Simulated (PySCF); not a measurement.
C4H4F2O2, SMILES FC(F)=C1COCO1. Geometry optimised at PBE-D3(BJ)/def2-SVP. The structure was generated by enumeration, and PubChem lists no compound with its InChIKey, so it may never have been made. The values are those of a single conformer.

Computed equilibrium geometry at PBE-D3(BJ)/def2-SVP (PySCF confirms it by a frequency run) as Cartesian coordinates in Å (one conformer of several):
```xyz
12

F      1.4972    -1.8042     0.6152
C      1.2470    -0.5448     0.2822
F      2.3535     0.2034     0.2596
C      0.0365    -0.0309     0.0103
C     -0.2952     1.3920    -0.3962
O     -1.7123     1.4184    -0.2475
C     -2.1223     0.1041    -0.5027
O     -1.1291    -0.7547     0.0690
H      0.0125     1.5996    -1.4515
H      0.1528     2.1661     0.2581
H     -2.1901    -0.1043    -1.6030
H     -3.0964    -0.0866    -0.0101
```
